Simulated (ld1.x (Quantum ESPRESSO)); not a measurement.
Before and after: PAW potential for S (Z = 16)

ld1.x (Quantum ESPRESSO) 7.5 input, shortened:

```
&input
   title='S', zed=16., rel=1, dft='PBE', iswitch=3,
   config='[Ne] 3s2 3p2'
 /
 &inputp
   pseudotype=3, lpaw=.true., tm=.true., lloc=-1, rcloc=1.15,
   nlcc=.true., new_core_ps=.true., rcore=1.30,
   which_augfun='PSQ', rmatch_augfun_nc=.true.
 /
4
3S  1  0   2.00   0.00  1.05  1.40  0.0
3S  1  0   0.00  -2.60  1.05  1.40  0.0
3P  2  1   2.00   0.00  1.25  1.65  0.0
3P  2  1   0.00  -1.70  1.25  1.65  0.0
 &test
   configts(1)='3s2 3p2'
 /
```

Change: non-relativistic.

Cutoffs: the cutoffs (Ry, on a coarse ladder) from which the occupation-weighted sum of valence levels, in a spherical-Bessel basis at the reference potential, stays within 10 and 1 mRy of its value at 400 Ry; they do not see the model core or the augmentation charge, which bear on the density cutoff. Errors are all-electron minus pseudo energies relative to the spin-unpolarised reference configuration.

What does the change do?

The potential gets neither clearly harder nor softer (21 Ry and 35 Ry → 21 Ry and 35 Ry); of the 7 tests that both files solve, the error grows in 5 and shrinks in 0 by more than 15 % and 0.3 meV (median size 2.2 → 6.0 meV); neither file shows a bound ghost.

```csv
quantity,base,changed
"cutoff, loose",21 Ry,21 Ry
"cutoff, tight",35 Ry,35 Ry
bound ghosts,none,none
"error for 3s2 3p4, meV [ΔE -34.05 → -34.08 eV]",-2.2,-6.0
"error for 3s2 3p3, meV [ΔE -22.28 → -22.30 eV]",-0.8,-2.8
"error for 3s2 3p1, meV [ΔE 34.04 → 34.05 eV]",-9.4,-8.0
"error for 3s2 3p0, meV [ΔE 80.84 → 80.85 eV]",-51,-50
"error for 3s0 3p6, meV [ΔE -13.31 → -13.60 eV]",-0.6,-3.2
"error for 3s1 3p4, meV [ΔE -11.40 → -11.55 eV]",-0.3,-1.9
"error for 3s2 3p4.3, meV [ΔE -35.76 → -35.79 eV]",-2.2,-6.5
s: phases at 1.79 bohr within 0.05 rad from the reference energy up to (Ry; the scan ends near 5),3.9,4.4
p: phases at 1.79 bohr within 0.05 rad from the reference energy up to (Ry; the scan ends near 5),to the end of the scan,to the end of the scan
lowest overlap eigenvalue by channel,"s 0.45, p 0.77","s 0.45, p 0.77"
```
